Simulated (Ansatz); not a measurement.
```xyz
7

O    -0.421    0.912    1.961
B     0.223    0.311    0.954
I     2.324   -0.218    1.255
Zn   -0.597   -0.161   -0.870
S    -1.403   -0.690   -2.823
H     0.108    1.064    2.753
H    -0.234   -1.218   -3.229
```

Charge 0, multiplicity 1. I: def2 effective core potential.

Question: List the PBE/def2-TZVPP orbital energies in eV (Ansatz). (An estimate is asked.)

Answer: The calculation gave: Occupied: -9407.81, -2395.41, -1134.38, -1000.16, -1000.15, -1000.12, -511.78, -208.36, -179.93, -179.14, -154.50, -154.40, -154.30, -127.25, -127.10, -127.07, -126.49, -83.88, -83.84, -83.76, -49.37, -49.33, -49.30, -49.18, -49.17, -26.72, -17.64, -17.54, -14.91, -12.40, -12.03, -12.01, -11.97, -11.97, -11.10, -9.84, -9.63, -9.59, -7.88, -6.91, -6.90, -6.29, -6.04. Lowest empty: -2.58, -1.59, -1.08, -0.35, -0.04, 0.06, 0.41, 1.65.
